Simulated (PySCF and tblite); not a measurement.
Values are calculated unless marked as measured or tabulated.
Stationary points of C$_{8}$H$_{8}$F$_{2}$ at GFN2-xTB, in Å:

Structure A

```
 1 C     2.643    0.149    0.218
 2 C     1.181   -0.073    0.225
 3 C     0.293   -0.641    1.041
 4 C    -0.906   -0.267    0.189
 5 C    -1.857   -1.349   -0.245
 6 F    -2.725   -1.670    0.749
 7 F    -2.620   -0.947   -1.293
 8 C    -1.422    1.143    0.414
 9 C    -0.534    1.701   -0.403
10 C     0.132    0.394   -0.771
11 H     3.103   -0.303    1.093
12 H     2.853    1.219    0.216
13 H     3.087   -0.278   -0.680
14 H     0.337   -1.139    1.990
15 H    -1.340   -2.275   -0.546
16 H    -2.209    1.497    1.051
17 H    -0.300    2.708   -0.691
18 H     0.232    0.129   -1.817
```

Structure B

```
 1 C     2.634    0.205   -0.004
 2 C     1.184   -0.053    0.115
 3 C     0.388   -0.746    0.930
 4 C    -0.894   -0.300    0.251
 5 C    -1.879   -1.344   -0.201
 6 F    -2.782   -0.829   -1.074
 7 F    -1.260   -2.356   -0.861
 8 C    -1.408    1.053    0.704
 9 C    -0.611    1.738   -0.110
10 C     0.035    0.509   -0.708
11 H     3.182   -0.321    0.774
12 H     2.829    1.274    0.079
13 H     2.996   -0.125   -0.978
14 H     0.534   -1.370    1.789
15 H    -2.443   -1.790    0.636
16 H    -2.134    1.304    1.454
17 H    -0.420    2.780   -0.278
18 H     0.038    0.379   -1.783
```

Structure C

```
 1 C     2.648    0.188    0.075
 2 C     1.193   -0.063    0.132
 3 C     0.351   -0.694    0.950
 4 C    -0.894   -0.294    0.182
 5 C    -1.871   -1.365   -0.250
 6 F    -3.156   -1.002   -0.006
 7 F    -1.801   -1.594   -1.588
 8 C    -1.410    1.098    0.512
 9 C    -0.568    1.716   -0.309
10 C     0.091    0.442   -0.785
11 H     3.154   -0.295    0.907
12 H     2.841    1.260    0.112
13 H     3.060   -0.191   -0.860
14 H     0.451   -1.252    1.862
15 H    -1.702   -2.330    0.254
16 H    -2.175    1.401    1.199
17 H    -0.356    2.742   -0.541
18 H     0.143    0.232   -1.846
```

Level: PBE0/pcSseg-1 + D3(BJ) on GFN2-xTB stationary points, with GFN2-xTB thermal terms.

Which structure is a saddle point, and along which motion?

C: one imaginary mode (42i cm⁻¹ at GFN2-xTB, mostly on F7, F6), along the rotation about the C4–C5 bond (torsion C3–C4–C5–F6 from -164° to -280°, falling).

Give their symmetry and energies above the lowest.

A C1, 0.0 kcal/mol; B C1, 0.9 kcal/mol; C C1, 3.6 kcal/mol.
